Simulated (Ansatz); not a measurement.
A run for Ansatz (a first-principles code): R-PBE/def2-TZVPP on H4O4Si (SMILES O[Si](O)(O)O).

Ansatz 0.2 input:
```yaml
crystal:
  periodic: [false, false, false]
  atoms:
    - {symbol: O, position_ang: [-0.63829137, -1.21416556, 0.92081112]}
    - {symbol: Si, position_ang: [-0.00000077, 0.00000492, 0.00000125]}
    - {symbol: O, position_ang: [0.50091566, -0.70197812, -1.40918048]}
    - {symbol: O, position_ang: [1.17793486, 0.70687743, 0.91777214]}
    - {symbol: O, position_ang: [-1.04059712, 1.20925817, -0.42937998]}
    - {symbol: H, position_ang: [-1.08484921, -1.91449776, 0.43064798]}
    - {symbol: H, position_ang: [0.58399325, -0.10533729, -2.16234358]}
    - {symbol: H, position_ang: [1.65709879, 0.11186394, 1.50641625]}
    - {symbol: H, position_ang: [-1.15630410, 1.90787427, 0.22535530]}
basis:
  gaussian:
    orbitals: def2-TZVPP
hamiltonian:
  xc: {name: PBE}
scf: {lower_state_search: off}
```

Program output:

```
WARN ansatz: RAYON_NUM_THREADS=8 ignored (pool sized by the plan → 8); use --threads N
Functional definition: PBE
these checks for a lower state are left out or cut short: stability, starts, cluster_reference, orbital_swaps, neighbouring_geometries, increment
integrals: 0.14 GiB planned
1128 factors; their error is unknown
mean field: 1.02 GiB planned
mean field evaluation 1: about -16108.4732 eV, gradient 1.1e2 eV
mean field evaluation 2: about -16051.7433 eV, gradient 2.1e2 eV
mean field evaluation 4: about -16128.2265 eV, gradient 1.9e0 eV
mean field evaluation 8: about -16128.2325 eV, gradient 1.1e-2 eV
mean field evaluation 16: about -16128.2138 eV, gradient 4.7e-5 eV
mean field -16128.21375427 eV, -592.7009233735 hartree, gradient 4.8e-6 eV, S^2 0.000000; 0 other end points of the search recorded, 0 dependent functions left out
reference -16128.21379239 eV, -592.7009247744 hartree; 25, 25 occupied and 197, 197 virtual orbitals, 1128 factors
Total energy: -16128.21379239 eV, -592.7009247744 hartree
Checks for a lower state left out: stability, starts, cluster_reference, orbital_swaps, neighbouring_geometries, increment
```

The run converged.

Cost: around 3 core-seconds (rough).
